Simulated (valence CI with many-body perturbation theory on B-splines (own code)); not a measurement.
The numbers below are computed, except where a source is named.
# A CI+MBPT run for Pr XXXIX

The program does CI of the valence electrons with many-body perturbation theory for a frozen closed Dirac-Fock core.

Command, and the settings that its task file holds:

```sh
python run_cv.py task.json out
```

```
atom Pr  Z=59  mass_number=141  rms_radius_fm=4.8919
core [Ar]
valence 4d3
avg = 1
basis = S
breit = 1
cap = 10000
capref = 1200
cscale = 1
de = 0.0
dress = 0
eps = 2e-08
extrap = 1
h = 0.27
hh = 1
l2 = 3
lcore = 6
maxit = 60
n2 = 5
natural = 1
nlev = 21
nno = [3, 3, 3, 3, 1]
nroot = 26
nsp = [3, 3, 2, 2, 0]
pt2 = 1
qed = 1
rpa = 1
s1 = 1
s2 = 1
s3 = 1
screen = 1
tol = 2e-05
whole = 1
```

Task: What became of the run, and why?

Result: It gave no result: the start configuration must fill the lowest shells above the core. The program said: "4d is not the lowest shell of its kind above the core".
